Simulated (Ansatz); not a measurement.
Born–Oppenheimer molecular dynamics of Cl$_{2}$F$_{2}$GeH$_{2}$ (7 atoms, charge 0, multiplicity 1). It starts at the highest image of a converged band. Of that band: Neighbouring images differ by up to 1.3 eV, so the band resolves the path poorly. A vibrational analysis at the climbing image gives one clearly imaginary mode, 1025i cm⁻¹: a first-order saddle point.

These are results of Ansatz, RKS r2SCAN-D4/def2-SVP, not measurements.

```yaml
ensemble: NVE (velocity Verlet)
time_step: 0.5 fs
steps_asked: 200
starting_velocities_drawn_for: 100 K
seed: 4496
```

First frame:

```xyz
7
Properties=species:S:1:pos:R:3
Ge 0.191 0.242 -0.010
Cl 0.596 -0.379 2.329
Cl 2.045 -0.391 -0.810
F -0.490 1.341 -1.169
F -1.076 -0.920 -0.056
H 0.466 1.706 0.896
H 0.576 1.112 1.667
```

Q: How far do the bonds stretch over the last three quarters of this one trajectory? (Pairs bonded in most of those frames.)

A: 
```
   bond  mean (Å)  spread (Å)  shortest  longest
Ge1–Cl2     2.180       0.155      1.95     2.44
Ge1–Cl3     2.116       0.017      2.09     2.14
 Ge1–F4     1.742       0.024      1.70     1.78
 Ge1–F5     1.717       0.005      1.71     1.72
  H6–H7     0.766       0.013      0.75     0.80
```

Mean temperature of the second half: 2433 K. The conserved energy stayed within 0.031 meV per atom of its start (net change -0.0059 meV per atom), so the integration is sound. The kinetic energy rose, since the run started high on the potential surface and went downhill. It ends in pieces (Cl2F2Ge + H2), so much of that is their flight and rotation, not heat. A run of 0.1 ps of so small a system gives no equilibrium averages. The orbitals stay closed-shell, which can raise the energy where a bond breaks towards radicals; this wasn't checked here.

The run took 6.5 min on 4 threads of Arm Neoverse V2, with other jobs on the host, peak memory 0.21 GiB.
